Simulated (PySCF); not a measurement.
Structure elucidation problem

Molecular formula: C5H14OSi. Simulated spectra:

1H NMR (300 MHz, computed): δ 4.94 (s, 3H), 3.39 (s, 2H), 0.97 (s, 9H).

13C{1H} NMR (computed): δ 78.4 (CH2), 35.7 (C), 27.5 (CH3).

[PySCF: PBE0/pcSseg-1 with gauge-including orbitals; structure optimised with GFN2-xTB; one computed conformer; relativity neglected; isolated molecule; fast rotation and ring inversion assumed for equivalent nuclei]

Referencing at the same level of theory: 1H and 13C against TMS.

**Question.** What is the structure?

**Answer.** 
1. Rings plus π bonds: 0.
2. 3 carbon signals for 5 carbons: some carbons are equivalent by symmetry or fast rotation.
3. Carbon types of the structure: 1 × C, 1 × CH2, 3 × CH3, leaving 3 H on heteroatoms.
4. δC 78.4: sp3 CH2 bonded to O; the inductive effect lowers its shielding.
5. δC 35.7: quaternary sp3 carbon; a saturated carbon with 4 carbon neighbours and no heteroatom attached.
6. δC 27.5: methyl carbon; aliphatic region, no heteroatom directly attached.
7. δH 4.94: hydrogen on a silicon bonded to O.
8. δH 3.39: hydrogen on an sp3 CH2 bonded to O; its carbon carries O, which withdraws density.
9. δH 0.97: hydrogen on a methyl carbon; far from electronegative atoms and π systems.

These data were computed for `InChI=1S/C5H14OSi/c1-5(2,3)4-6-7/h4H2,1-3,7H3`.

The shifts were computed for this structure.

Shifts are as computed. Against solution values, carbons near 30 ppm lie about +3 ppm off and those near 130 ppm about +5 ppm (rms about the fit 2.1 ppm; single classes can miss by 10 ppm). Of 1328 compounds with measured shifts, 309 miss one by over three times the rms of a fit or turn the order of signals round; such compounds aren't used in these exercises. Signals without a measured value on file couldn't be tested in this way; 1H shifts scatter by 0.2 ppm about their fit, and single ones miss by 0.5 ppm. No couplings were computed; multiplicities are counted from neighbouring protons, with m where these are inequivalent, close in shift, in a saturated or five-membered ring or joined by F or P, and br s for small geminal =CH2 splittings.
